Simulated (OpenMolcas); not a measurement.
# Hf3+: moving or changing the point charges

Hf3+ among 6 point charges of -1.7 e arranged as a trigonal prism (D3h), 2.26 Å from the ion, with a polar angle of 57.4° against the regular 49.1°. The active orbitals were held to one l.
```
   1.9049    0.0000    1.2161  -1.70
  -0.9525    1.6497    1.2161  -1.70
  -0.9525   -1.6497    1.2161  -1.70
   1.9049    0.0000   -1.2161  -1.70
  -0.9525    1.6497   -1.2161  -1.70
  -0.9525   -1.6497   -1.2161  -1.70
```

```yaml
Program: OpenMolcas
Method: CASSCF
Basis: ANO-RCC-VTZP [8s7p5d3f2g1h]
Scalar_Hamiltonian: DKH2, point nucleus
Active_space: 1 electron in 5 orbitals (5d)
State_averaging: 2S+1 = 2 even, 5 roots
Spin-orbit_coupling: state interaction with AMFI integrals over the reference wave functions
```

Runs around this geometry, states (labels of D3, the rotations of D3h). Energies in cm-1 above the lowest state or level, χT in cm3 K/mol.

| R (Å) | Polar angle / regular | Ground state | First state of that spin | First gap with spin-orbit (degeneracies) | χT at 300 K |
| --- | --- | --- | --- | --- | --- |
| 2.26 | 1.08 | 2A1 | 2E 2853 | 1179 (2, 2) | 0.192 |
| 2.26 | 1.17 | 2A1 | 2E 10364 | 8037 (2, 2) | 0.195 |
| 2.39 | 1.17 | 2A1 | 2E 7927 | 5695 (2, 2) | 0.156 |

Taking the first state of the same spin as R^-n, n = -ln(7927 / 10364) / ln(2.39 / 2.26) = 4.8 between the shortest and longest distance.

Point charges carry no covalency, so the field is a model and not that of real ligands. No measured value stands beside these numbers.
